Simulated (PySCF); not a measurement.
Compound: C6H8SSi.
SMILES with atom numbers: `[cH:1]1[cH:2][s:3][c:4]([C@H:5]2[CH2:6][SiH2:7]2)[cH:8]1`

Structure used (GFN2-xTB), in Å, numbered top down from 1:
```xyz
16
C6H8SSi angstrom
C      2.651   -0.018   -0.494
C      2.575    0.280    0.825
S      0.948    0.252    1.396
C      0.354   -0.177   -0.183
C     -1.065   -0.340   -0.441
C     -2.005   -0.733    0.707
Si    -2.323    1.007    0.085
C      1.387   -0.274   -1.071
H      3.575   -0.060   -1.043
H      3.365    0.509    1.512
H     -1.249   -0.847   -1.383
H     -2.695   -1.535    0.483
H     -1.520   -0.879    1.663
H     -3.443    1.225   -0.813
H     -1.810    2.124    0.852
H      1.248   -0.526   -2.107
```

Definitions: NICS(0) = −σiso at the ring centroid; NICS(1) = −σiso and NICS(1)zz = −σzz at ±1 Å along the ring normal z. Level: GIAO PBE0/pcSseg-1 (PySCF, non-relativistic, gas phase) on the GFN2-xTB geometry, one conformer.

Ring bond lengths (Å), with Mayer bond orders in brackets: C1–C2 1.355 (1.59), C2–S3 1.724 (1.14), S3–C4 1.741 (1.15), C4–C8 1.366 (1.55), C8–C1 1.412 (1.26); C5–C6 1.535 (0.88), C6–Si7 1.875 (0.96), Si7–C5 1.917 (0.87).

Q: What do the NICS probes read (ppm)?

A: 
```tsv
ring	type	NICS(0)	NICS(1), two faces	NICS(1)zz, two faces	rms pucker (Å)	centre to ring atoms, mean (Å)
C1–C2–S3–C4–C8	5-membered ring with S; formal bonds all aromatic	-11.6	-10.4 / -10.2	-23.7 / -23.0	0.00	1.29
C5–C6–Si7	3-membered ring with Si; formal bonds all single	-27.4	-7.2 / -8.2	-18.4 / -18.8	0.00	1.03
```

Q: What do they say, and how far can they be read as aromaticity?

A: 
- C1–C2–S3–C4–C8: mean NICS(1)zz -23.4 ppm, shielded. For a flat ring without four-coordinate atoms the NICS criterion counts such a value as aromatic.
- C5–C6–Si7: mean NICS(1)zz -18.6 ppm, shielded. C5, C6, Si7 have four or more neighbours, and the NICS criterion for π rings isn't applied. NICS(0) lies 20 ppm below the mean NICS(1).

Q: And the bond-length index? HOMA = 1 − mean of α(R − Ropt)² over the ring bonds, with Krygowski's 1993 parameters (CC: Ropt 1.388 Å, α 257.7 Å⁻²; CS: Ropt 1.677 Å, α 94.09 Å⁻²).

A: 
- C1–C2–S3–C4–C8: HOMA 0.77; the largest term is that of S3–C4, α(R − Ropt)² = 0.39. The geometric and the magnetic index point the same way.

Q: What is the mean of the two in-plane components of NICS at the first NICS(1) probe listed for ring C5–C6–Si7, 1 Å off the ring?

A: The isotropic value is a third of the trace: (3 × -7.2 − (-18.4))/2 = -1.6 ppm.
